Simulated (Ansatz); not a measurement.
Program: Ansatz. Geometries: PBE0-D4/def2-TZVP. ΔE: electronic, gas phase. CBS: MP2 limit from def2 TZ/QZ plus the TZ coupled-cluster correction, frozen cores. This one scheme is used for every species. Functionals use def2-TZVPP. B3LYP here is the variant with VWN-RPA as its local correlation; programs differ in this. Each species was taken in one conformer, which may not be the lowest.

Reaction (ligand exchange at the Al–C bond): `[CH3][Al]([Cl])[Cl]` + CH₃OH → `C[O][Al]([Cl])[Cl]` + CH₄

| level | ΔE (kJ/mol) | difference from CCSD(T)/CBS |
| --- | --- | --- |
| r2SCAN0-D4 | -129.9 | -1.4 |
| B3LYP | -130.5 | -2.0 |
| r2SCANh | -129.8 | -1.3 |
| MP2/def2-SVP | -140.5 | -12.0 |
| CCSD/def2-SVP | -138.1 | -9.6 |
| CCSD(T)/def2-SVP | -137.6 | -9.1 |
| CCSD(T)/def2-TZVPP | -130.5 | -2.0 |
| HF/def2-QZVPP | -141.0 | -12.5 |
| HF/CBS(def2) | -141.1 | -12.6 |
| CCSD/CBS(def2) | -129.7 | -1.2 |
| CCSD(T)/CBS | -128.5 | 0 |

Largest T1 diagnostic among the species: 0.010.

Leaving LDA and LC-ωPBE aside and taking each functional with its dispersion term where it has one, the values, not all of them listed here, spread over 18.6 kJ/mol, from BHLYP-D4 to PBE-D4. In def2-TZVPP, CCSD(T) changes the Hartree–Fock value by +9.7 kJ/mol (the triples alone add +1.2 kJ/mol) and MP2 by +6.8 kJ/mol. At CCSD(T), def2-SVP lies −9.1 kJ/mol from the extrapolated value and def2-TZVPP −2.0 kJ/mol.
